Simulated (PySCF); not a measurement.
Labels have come off several samples. The candidates:

A. SMILES C1C[Si@@H](N)[C@H]1F
B. `InChI=1S/C3H8FNSi/c1-3(4)6-5-2/h5H,1,6H2,2H3`
C. `InChI=1S/C3H6O4Si/c1-2(4)7-8-3(5)6/h8H2,1H3,(H,5,6)`

Spectrum 1. 13C{1H} NMR (computed): δ 181.0 (C), 176.8 (C), 23.8 (CH3).

Spectrum 2. 13C{1H} NMR (computed): δ 99.9 (CH), 30.8 (CH2), 13.9 (CH2).

Spectrum 3. 13C{1H} NMR (computed): δ 179.2 (C), 112.9 (CH2), 31.8 (CH3).

Method: coordinates at the GFN2-xTB level, shieldings: GIAO PBE0/pcSseg-1, in PySCF (no relativistic terms, isolated molecule, fast rotation and ring inversion assumed for equivalent nuclei, a single conformation).

Chemical shifts δ = σref − σ; 13C (186.93 ppm) against TMS, all at this level. Splittings of carbon signals by F and P are missing where no couplings were computed. Acid and N–H amide carbonyl carbons lie up to 10 ppm further downfield in solution (hydrogen bonding). Shifts are as computed. Against solution values, carbons near 30 ppm lie about +3 ppm off and those near 130 ppm about +5 ppm (rms about the fit 2.1 ppm; single classes can miss by 10 ppm). Of 1328 compounds with measured shifts, 309 miss one by over three times the rms of a fit or turn the order of signals round; such compounds aren't used in these exercises. Signals without a measured value on file couldn't be tested in this way; 1H shifts scatter by 0.2 ppm about their fit, and single ones miss by 0.5 ppm.

Match each spectrum to its structure.

Results:

1–C, 2–A, 3–B.

- Spectrum 1 (C): 3 13C signals; δC 23.8 is a methyl carbon α to a carbonyl; δC 181.0 is a carbonyl carbon.
- Spectrum 2 (A): 3 13C signals; δC 99.9 is an sp3 CH bonded to F and Si; δC 30.8 is an sp3 CH2 in a ring.
- Spectrum 3 (B): 3 13C signals; δC 112.9 is a terminal =CH2 carbon; δC 31.8 is a methyl carbon bonded to N.
